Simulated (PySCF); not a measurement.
Here is a computed PBE0-D3(BJ)/def2-SVP geometry (Å):
```
atom  x, y, z in Å
N1     3.4537    1.7278   -0.2781
C2     2.4168    1.2487   -0.0976
C3     1.1204    0.6016    0.1533
C4     1.2746   -0.9254    0.2163
Si5   -0.4326   -1.7164    0.4234
C6    -1.5258   -0.6670   -0.6992
C7    -1.1262    0.8033   -0.5773
O8     0.2383    1.0303   -0.8485
H9     0.7735    0.9726    1.1422
H10    1.7272   -1.2723   -0.7268
H11    1.9598   -1.2047    1.0318
H12   -0.4207   -3.1621    0.0518
H13   -0.8759   -1.5815    1.8475
H14   -2.5942   -0.7908   -0.4603
H15   -1.3873   -0.9938   -1.7434
H16   -1.6735    1.4202   -1.3056
H17   -1.3777    1.1907    0.4316
```

Charge 0, singlet.

(1) Read off the bonds between heavy atoms and their formal orders.

(2) Write the SMILES.

(3) Name the point group.

(4) Which rings does it hold (smallest set)?

(5) Describe the place of each heavy atom.

(6) What is the arrangement about C3?

(7) What is the arrangement about C6?

Results:

(1) N1–C2 1.16 Å (triple); C2–C3 1.47 Å (single); C3–C4 1.54 Å (single); C4–Si5 1.89 Å (single); Si5–C6 1.89 Å (single); C6–C7 1.53 Å (single); C7–O8 1.41 Å (single); C3–O8 1.40 Å (single). Bonds to hydrogen (Å): C3–H9 1.11; C4–H10 1.10; C4–H11 1.10; Si5–H12 1.49; Si5–H13 1.50; C6–H14 1.10; C6–H15 1.10; C7–H16 1.10; C7–H17 1.11.

(2) `N#C[C@@H]1C[SiH2]CCO1`, C5H9NOSi. Among its features: nitrile, ether, Si–H bond and C–Si bond.

(3) C1 (no symmetry element, even within 0.4 Å).

(4) C3–C4–Si5–C6–C7–O8 (6 members, 0.24 Å rms from planarity).

(5) N1: nitrile nitrogen; C2: nitrile carbon; C3: sp3 carbon bound to oxygen; C4: sp3 carbon bound to silicon; Si5: SiH2 silicon; C6: sp3 carbon bound to silicon; C7: sp3 carbon bound to oxygen; O8: cyclic ether oxygen.

(6) It has 4 neighbours (C2, C4, O8, H9) and is distorted tetrahedral (angles from 106.3° to 113.4°).

(7) It has 4 neighbours (Si5, C7, H14, H15) and is tetrahedral (angles from 107.1° to 111.8°).
